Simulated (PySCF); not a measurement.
F₂H₄O₃Si₂. Atoms are numbered in the order given.

```xyz
11

Si     1.2326     0.6017     0.1887
F      2.1890    -0.4033    -0.6636
F      1.1513     1.9778    -0.6682
Si    -0.8704    -0.4000     0.2102
O     -1.1068    -1.1124    -1.2691
O     -2.1508     0.6185     0.4290
O     -0.8087    -1.4403     1.4882
H      1.9220     0.9148     1.4661
H     -0.3532    -1.5781    -1.6466
H     -2.5367     0.9914    -0.3697
H     -1.6356    -1.8489     1.7668
```
Charge 0, spin multiplicity 1.

Coordinates come from a PBE0-D3(BJ)/def2-SVP optimisation. This is a generated structure with no PubChem entry under its InChIKey; it may be hypothetical. Other conformers were not sampled.

The numbers are results of PySCF with PBE/def2-TZVP, not measurements.

Atomic charges (e):

```
atom  Löwdin    IAO
----  ------  -----
Si1     0.01   1.10
F2      0.01  -0.52
F3      0.01  -0.52
Si4    -0.28   1.29
O5     -0.09  -0.79
O6     -0.08  -0.78
O7     -0.08  -0.78
H8     -0.04  -0.14
H9      0.18   0.38
H10     0.18   0.38
H11     0.18   0.37
```

Computed Mayer and Wiberg (Löwdin basis) orders of the bonds:
```
bond     Mayer  Wiberg
-------  -----  ------
Si1–F2    1.11    1.72
Si1–F3    1.13    1.74
Si1–Si4   0.85    0.95
Si4–O5    1.22    1.68
Si4–O6    1.24    1.69
Si4–O7    1.27    1.71
Si1–H8    0.90    0.93
O5–H9     0.87    1.01
O6–H10    0.87    1.01
O7–H11    0.87    1.01
```
